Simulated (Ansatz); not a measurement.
Basis-set extrapolation for Cl4H3NSi2, SMILES `Cl[SiH2]N[Si](Cl)(Cl)Cl` (PBE0-D4/def2-TZVP geometry, frozen core, the Gaussian-basis code of Ansatz). Multiplicity 1, RHF reference.

|  | def2-TZVPP | def2-QZVPP |
| --- | --- | --- |
| HF | -2472.450292 | -2472.522300 |
| MP2 correlation | -1.192832 | -1.306962 |
| CCSD(T) correlation | -1.326327 | not run |

Energies in hartree. Use E(X) = E(∞) + A·exp(−7.88·√X) for Hartree–Fock and E(X) = E(∞) + B·X^(−2.97) for correlation, with X = 3 and 4, and add CCSD(T) minus MP2 of the smaller set to the MP2 limit.

**Question.** What is the CCSD(T) energy at the basis-set limit?

**Answer.** HF limit: -2472.522300 + (-0.072008) × 0.13774 = -2472.53222. MP2 limit: -1.306962 + (-0.114130) × 0.74074 = -1.39150. Higher-order term: -1.326327 − (-1.192832) = -0.13350. Total: -2474.05722 hartree, 7.64 eV below CCSD(T)/def2-TZVPP.
